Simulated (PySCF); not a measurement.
# One molecule, several mistakes: BCGe2H9

Calculated results; nothing here was measured. The program is PySCF 2.14.0, an open-source quantum chemistry code, run on an isolated molecule that a program drew, which may never have been made. The molecule is BCGe2H9 (charge 0, singlet), drawn as the SMILES string `[GeH3][BH][CH2][GeH3]`.

Each row is a Hartree-Fock (HF) and frozen-core CCSD(T) single point in the cc-pVDZ basis, meant for a local HF minimum. Run 1 is clean. Each other run has one planted mistake out of seven kinds, and not every kind appears here: one electron removed, one electron added, multiplicity raised by two, geometry at a saddle point, minimal basis STO-3G, one bond length entered in bohr, all coordinates scaled. The reference is restricted for singlets and unrestricted otherwise, and also for a bond in bohr. Adding or removing an electron swaps singlet and doublet. Electrons count all cores. HOMO and LUMO are orbital energies over both spins, the gradient is its largest component, and the lowest frequency (negative if imaginary) is given only where the gradient is small. Bond lengths are over the 12 bonds as drawn. T1 is the CCSD diagnostic: over 0.02 (restricted) or 0.045 (unrestricted) a single reference is doubtful. Germanium has the cc-pVDZ-PP basis, with a core potential (ECP10MDF) in place of its 10 inner electrons, and its 3s, 3p and 3d shells are frozen in CCSD(T).

Geometry of the clean run:
```xyz
13
BCGe2H9, angstrom
Ge   -1.8791   -1.5003   -0.9133
B    -1.0973   -0.0469    0.3769
C    -1.9437    1.0933    1.0080
Ge   -2.5954    0.4924    2.7946
H    -3.3935   -1.3545   -1.1409
H    -1.6235   -2.9199   -0.3810
H    -1.1953   -1.4038   -2.2883
H     0.0659   -0.1414    0.6709
H    -2.8483    1.3575    0.4553
H    -1.3671    1.9970    1.2256
H    -3.4528    1.6152    3.3831
H    -1.4152    0.2103    3.7288
H    -3.4460   -0.7754    2.6653
```

| run | electrons | basis functions | <S^2> | HOMO (eV) | LUMO (eV) | gradient (hartree/bohr) | lowest frequency (cm^-1) | mean bond (Å) | longest bond (Å) | T1 | HF (hartree) | CCSD(T) (hartree) | mistake |
|---|---|---|---|---|---|---|---|---|---|---|---|---|---|
| 1 | 84 | 119 | 0.000 | -10.51 | 1.80 | 1.4e-05 | 46 | 1.5201 | 2.095 | 0.0117 | -654.51804 | -655.03411 | no fault |
| 2 | 84 | 119 | 0.000 | -10.36 | 1.51 | 3.1e-02 | - | 1.6052 | 2.212 | 0.0123 | -654.48832 | -655.01264 | all coordinates scaled |
| 3 | 85 | 119 | 0.765 | -0.39 | 8.00 | 2.6e-02 | - | 1.5201 | 2.095 | 0.0124 | -654.48961 | -655.02674 | one electron added |
| 4 | 84 | 119 | 0.629 | -8.88 | 1.41 | 2.5e-02 | - | 1.6094 | 2.274 | 0.0552 | -654.40075 | -654.91894 | ? |

**Which mistake was planted in run 4, and what did it cost?**

The mean bond changes by a factor of 1.059 and the longest by 1.085, so the molecule wasn't scaled as a whole. A length L in bohr read as angstrom grows by (1/0.5292 - 1) L = 0.890 L. The 12 bonds together grew by 12 x 0.0893 = 1.072 Å, which gives L = 1.204 Å. That is bond B2-H8, 1.204 Å in the clean geometry. So the mistake is: one bond length entered in bohr. Subtracting run 1 and multiplying by 627.51 kcal/mol a hartree, the energy moved by 73.6 kcal/mol in HF and 72.3 kcal/mol in CCSD(T).

Cautions from the logs. Run 3: the added electron raises the CCSD(T) energy, so it isn't bound in this basis; run 4: T1 is over the limit, so its CCSD(T) energy is less reliable.
